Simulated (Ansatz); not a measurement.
Reaction (ligand exchange at a B–S bond): `OBS` + CH₃NH₂ → `CNBO` + H₂S

Program: Ansatz. Geometries: PBE0-D4/def2-TZVP. ΔE: electronic, gas phase. CCSD(T)/CBS is the MP2 limit (def2-TZVPP, def2-QZVPP) plus CCSD(T) − MP2 in def2-TZVPP, frozen cores. This one scheme is used for every species. Functionals use def2-TZVPP. Each species was taken in one conformer, which may not be the lowest.

CCSD(T)/CBS gives -50.7 kJ/mol.

Q: Another level gave -51.1 kJ/mol. Which?
A. LDA (SPW92)/def2-TZVPP
B. PBE-D4/def2-TZVPP
C. ωB97X-V/def2-TZVPP
D. revPBE/def2-TZVPP

A: C. ωB97X-V -51.1, LDA (SPW92) -57.3, PBE-D4 -45.8, revPBE -41.1 kJ/mol.

Largest T1 diagnostic among the species: 0.013.

At CCSD(T), def2-SVP lies −7.7 kJ/mol from the extrapolated value and def2-TZVPP −1.1 kJ/mol. Leaving LDA and LC-ωPBE aside and taking each functional with its dispersion term where it has one, the values, not all of them listed here, spread over 15.3 kJ/mol, from CAM-B3LYP-D4 to revPBE-D4. LDA lies −12.1 kJ/mol from PBE without D4.
